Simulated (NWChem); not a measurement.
System: C₂H₂I₂; SMILES C=C(I)I

Computed with NWChem. Coordinates come from a PBE0/def2-SVP optimisation. def2 effective core potentials on I; no spin-orbit coupling. Level PBE/def2-SVP: energy and gradient on several grids; changes count from the extra-fine grid, which is no exact limit either.

```
grid     size of the energy change (μHa)  largest change of a gradient component (μHa/bohr)
-------  -------------------------------  -------------------------------------------------
xcoarse                              400                                               5000
coarse                                30                                                700
medium                              < 10                                                 80
fine                                < 10                                               < 30
xfine                               < 10                                               < 30
```
